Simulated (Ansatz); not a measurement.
Gas-phase reaction in SMILES: NB(N)Br → N[B]N + Br atom (the B-Br bond at the site shown breaks; other sites are not compared here)
Each molecule is optimised on its own at B3LYP-D3(BJ)/def2-TZVP (Ansatz, a quantum-chemistry and plane-wave program), one conformer each, not searched for the lowest. Frequencies are from Ansatz.

Wanted: bond dissociation energy (0 K, with B3LYP-D3(BJ) harmonic zero-point energies), in kJ/mol. Valence correlation only, unless marked. Open shells are spin-unrestricted. No spin-orbit coupling. Frozen are the shells of the preceding noble gas and the d and f shells that filled before the atom's block. No relativistic terms. CBS marks a two-point X^-3 extrapolation of the correlation energy; Hartree-Fock from the larger set.

```csv
level,program,bond dissociation energy (kJ/mol),minus last row
PBE-D3(BJ)/def2-TZVPD,Ansatz + dftd3,449.1,-6.5
BLYP-D4/def2-TZVPD,Ansatz + dftd4,432.1,-23.5
B97M-V/def2-TZVPD,Ansatz,452.4,-3.2
r2SCAN0-D4/def2-TZVPD,Ansatz + dftd4,438.7,-16.9
HSE06-D3(BJ)/def2-TZVPD,Ansatz + dftd3,447.4,-8.2
MP2/cc-pVTZ,Ansatz,457.2,1.6
"CCSD(T)/CBS(aug-cc-pVTZ,aug-cc-pVQZ)",Ansatz,455.6,0.0
```
